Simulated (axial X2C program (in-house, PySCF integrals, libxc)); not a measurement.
## Potential curves of SnH⁺, without spin–orbit coupling

All values were computed with an in-house relativistic program for diatomic molecules. Spin-free means the one-electron spin-free X2C Hamiltonian. Basis: Sn dyall-cv3z [11s12p9d4f1g], H dyall-v3z [6s2p1d] (cores contracted in-house); Gaussian nuclei, density fitting, unrestricted open shells. Masses: Sn 119.902 u, H 1.008 u.

State: M_S = 0, Λ = 0 (closed shell). Energies in eV from the fragments at the same level (Sn+ + H). Fits are polynomials in 1 − R0/R over 0.85 to 1.23 times the lowest point R0.

```tsv
R (Å)	CCSD	BP86	CCSD(T)	HF
1.5329		-2.4108		-1.4419
1.6034	-2.6249	-2.6705	-2.6359	-1.6876
1.6563	-2.7277	-2.7914	-2.7400	-1.7936
1.7091	-2.7795	-2.8615	-2.7932	-1.8455
1.7620	-2.7900	-2.8901	-2.8055	-1.8532
1.8237	-2.7603	-2.8813	-2.7784	-1.8168
1.8853	-2.6954	-2.8362	-2.7163	-1.7414
1.9646	-2.5729	-2.7375	-2.5982	-1.6004
2.0615		-2.5724		-1.3793
2.2025		-2.2783		-0.9970
```

Correlated methods: 14 electrons correlated (number of frozen shells: Sn 4 s, 3 p, 1 d; H none), 192 virtual spin orbitals or spinors in MP2, 90 natural virtuals in coupled cluster.

One determinant describes the state; a PBE0 search over occupations chose it and may have missed a lower one. The closed shell is kept restricted, so the energy runs too high when the bond is stretched far. De is counted from the lowest determinant-based energies of the atoms at the same level, without counterpoise correction. CCSD and (T) use frozen natural virtuals with an MP2 correction for the truncation; (T) itself is uncorrected, so its De runs slightly low. Spin–orbit coupling changes these values markedly for this molecule (Re by over 0.02 Å or De by over 0.25 eV), so the spin-free numbers are a model. Spin-free De lacks the spin–orbit lowering of the heavy p-block atom, a tenth of an eV or more for 4p and 5p, up to an eV for 6p and one to two eV for 7p atoms, less what an open-shell molecule gains itself. Coupled cluster ran on the points near the minimum only. MP2 and coupled cluster on one determinant become unreliable at the stretched end.

(1) Fit the CCSD curve near its minimum: give the equilibrium distance, the harmonic wavenumber and the well depth.

(2) Fit the BP86 curve near its minimum: give the equilibrium distance, the harmonic wavenumber and the well depth.

(3) Fit the CCSD(T) curve near its minimum: give the equilibrium distance, the harmonic wavenumber and the well depth.

(4) What are Re, ωe and De at the HF level?

Results:

(1) At CCSD, spin-free: Re = 1.750 Å, ωe ≈ 1850 cm⁻¹, De = 2.79 eV to Sn+ + H; Be follows as 5.5 cm⁻¹.

(2) At BP86, spin-free: Re = 1.779 Å, ωe ≈ 1750 cm⁻¹, De = 2.89 eV to Sn+ + H; Be follows as 5.33 cm⁻¹.

(3) At CCSD(T), spin-free: Re = 1.753 Å, ωe ≈ 1830 cm⁻¹, De = 2.81 eV to Sn+ + H; Be follows as 5.49 cm⁻¹.

(4) At HF, spin-free: Re = 1.745 Å, ωe ≈ 1940 cm⁻¹, De = 1.86 eV to Sn+ + H; Be follows as 5.54 cm⁻¹.
